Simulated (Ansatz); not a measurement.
CaF2 (SMILES [F][Ca][F]), singlet, at a GFN2-xTB geometry (such geometries of metal compounds can be far from the true shape); Ansatz (an electronic-structure program) with WB97M-V/def2-SVP.

The Ansatz input:
Ansatz 0.2 input:
```yaml
crystal:
  periodic: [false, false, false]
  atoms:
    - {symbol: Ca, position_ang: [0.48463727, -0.07969732, -0.18176975]}
    - {symbol: F, position_ang: [-0.72534756, 1.23563849, -0.79918929]}
    - {symbol: F, position_ang: [-0.35162414, -1.05853334, 1.20312207]}
basis:
  gaussian:
    orbitals: def2-SVP
hamiltonian:
  xc: {name: wB97M-V}
accuracy: high
```

Question: What does Ansatz print? Leave out banner, timings and long lists.

Answer: 
```
Functional definition: wB97M-V
1006 factors; integrals over basis functions are off by at most 3.5e-9 eV
259 factors; integrals over basis functions are off by at most 2.1e-9 eV
mean field evaluation 1: about -23860.5158 eV, gradient 5.8e1 eV
mean field evaluation 2: about -23855.6098 eV, gradient 8.6e1 eV
mean field evaluation 4: about -23866.6438 eV, gradient 7.0e-1 eV
mean field evaluation 8: about -23866.7726 eV, gradient 6.2e-2 eV
mean field evaluation 16: about -23866.7727 eV, gradient 7.9e-6 eV
mean field -23866.77268501 eV, -877.0877186944 hartree, gradient 7.6e-8 eV, S^2 0.000000; 0 other end points of the search recorded, 0 dependent functions left out
reference -23866.77269129 eV, -877.0877189255 hartree; 19, 19 occupied and 33, 33 virtual orbitals, 1006 factors
Total energy: -23866.77269129 eV, -877.0877189255 hartree
```
